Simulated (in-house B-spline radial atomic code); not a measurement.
Values are calculated unless marked as measured or tabulated.
## Weak and strong correlation along the adiabatic connection

Two-electron singlets in several external potentials (atomic units), by full CI in B-splines with partial waves to l = 8 (correlation energies up to 0.6 % small). The repulsion is scaled by λ at fixed density; W(λ) is the mean repulsion less the Hartree energy, W(0) = E_x, and the area under W from 0 to 1 is E_xc.

Relative drop (W(λ) − E_x)/E_x:

```
                            system  λ = 0.12  λ = 0.25  λ = 0.4  λ = 0.6  λ = 0.8   λ = 1
−V exp(−r²/w²), V = 7.69, w = 6.38    0.0205    0.0405   0.0611   0.0850   0.1057  0.1236
   empty sphere, radius 0.563 bohr    0.0042    0.0086   0.0137   0.0202   0.0265  0.0326
 −Z exp(−kr)/r, Z = 2.5, k = 0.556    0.0091    0.0185   0.0289   0.0418   0.0540  0.0653
−V exp(−r²/w²), V = 1.25, w = 6.25    0.0340    0.0649   0.0944   0.1262   0.1514  0.1719
                      −Z/r, Z = 19    0.0010    0.0020   0.0032   0.0047   0.0063  0.0078
−Z exp(−kr)/r, Z = 1.85, k = 0.208    0.0125    0.0253   0.0391   0.0559   0.0714  0.0855
                     −Z/r, Z = 1.5    0.0162    0.0324   0.0496   0.0702   0.0886  0.1050
```

Q: Order the systems by how far second-order (GL2) theory, half the initial slope (estimated from the first points of each curve), overshoots the correlation energy, least first.
A. −Z/r, Z = 19
B. −Z/r, Z = 1.5
C. −V exp(−r²/w²), V = 7.69, w = 6.38
D. −Z exp(−kr)/r, Z = 1.85, k = 0.208
E. empty sphere, radius 0.563 bohr
F. −V exp(−r²/w²), V = 1.25, w = 6.25
G. −Z exp(−kr)/r, Z = 2.5, k = 0.556

A: A (GL2/E_c = 1.01), E (GL2/E_c = 1.05), G (GL2/E_c = 1.12), D (GL2/E_c = 1.17), B (GL2/E_c = 1.22), C (GL2/E_c = 1.29), F (GL2/E_c = 1.50).

Q: What else changes along this order?

A: The ratio follows the bend of the curve. With it the leading natural occupation goes from 2.000 to 1.901 and −T_c/E_c from 0.99 to 0.67 between the first and the last.
